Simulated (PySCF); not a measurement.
## SMILES C[C@@H]1CC[P@@]1(C)=O, C5H11OP

Molfile (atoms numbered from 1):
```
C5H11OP
     RDKit          3D

 18 18  0  0  0  0  0  0  0  0999 V2000
   -0.9200    2.1950   -0.2290 C   0  0  0  0  0  0  0  0  0  0  0  0
   -0.8756    0.7232   -0.5710 C   0  0  2  0  0  0  0  0  0  0  0  0
   -1.4695   -0.3172    0.4098 C   0  0  0  0  0  0  0  0  0  0  0  0
   -0.5065   -1.4863    0.1032 C   0  0  0  0  0  0  0  0  0  0  0  0
    0.6934   -0.2530   -0.5540 P   0  0  2  0  0  5  0  0  0  0  0  0
    1.6475    0.3254    0.8841 C   0  0  0  0  0  0  0  0  0  0  0  0
    1.5265   -0.4771   -1.7723 O   0  0  0  0  0  0  0  0  0  0  0  0
   -0.4716    2.3950    0.7570 H   0  0  0  0  0  0  0  0  0  0  0  0
   -0.3735    2.7912   -0.9756 H   0  0  0  0  0  0  0  0  0  0  0  0
   -1.9566    2.5675   -0.2027 H   0  0  0  0  0  0  0  0  0  0  0  0
   -1.2936    0.5438   -1.5774 H   0  0  0  0  0  0  0  0  0  0  0  0
   -1.3563    0.0262    1.4507 H   0  0  0  0  0  0  0  0  0  0  0  0
   -2.5351   -0.5410    0.2507 H   0  0  0  0  0  0  0  0  0  0  0  0
   -0.8615   -2.1064   -0.7340 H   0  0  0  0  0  0  0  0  0  0  0  0
   -0.2045   -2.1374    0.9350 H   0  0  0  0  0  0  0  0  0  0  0  0
    2.1270    1.2809    0.6264 H   0  0  0  0  0  0  0  0  0  0  0  0
    1.0273    0.4538    1.7825 H   0  0  0  0  0  0  0  0  0  0  0  0
    2.4370   -0.4137    1.0834 H   0  0  0  0  0  0  0  0  0  0  0  0
  1  2  1  0
  2  3  1  0
  3  4  1  0
  4  5  1  0
  5  6  1  1
  5  7  2  0
  5  2  1  0
  1  8  1  0
  1  9  1  0
  1 10  1  0
  2 11  1  6
  3 12  1  0
  3 13  1  0
  4 14  1  0
  4 15  1  0
  6 16  1  0
  6 17  1  0
  6 18  1  0
M  END
```

Computed, not measured: TDDFT CAM-B3LYP/def2-SVPD circular dichroism and optical rotation, one conformer, gas phase (PySCF 2.14.0). Geometry: PBE0-D3(BJ)/def2-SVP.

Draw the ECD and absorption spectra from the lowest 12 states, each a Gaussian of half-width 0.35 eV at 1/e height.


| E (eV) | λ (nm) | Δε (L mol⁻¹ cm⁻¹) | ε (L mol⁻¹ cm⁻¹) |
| --- | --- | --- | --- |
| 6.71 | 185 | +1.01 | 341 |
| 6.86 | 181 | +3.21 | 1050 |
| 7.01 | 177 | +7.32 | 2290 |
| 7.16 | 173 | +12.22 | 3590 |
| 7.31 | 170 | +15.66 | 4150 |
| 7.46 | 166 | +16.41 | 3760 |
| 7.61 | 163 | +13.85 | 3140 |
| 7.76 | 160 | +6.62 | 2920 |
| 7.91 | 157 | -4.34 | 3000 |
| 8.06 | 154 | -12.63 | 3050 |
| 8.21 | 151 | -11.62 | 3100 |
| 8.36 | 148 | -3.18 | 3330 |
| 8.51 | 146 | +3.49 | 3590 |

Δε uses R in velocity form, ε uses f in length form. Only the states computed contribute, so the short-wavelength end is incomplete.
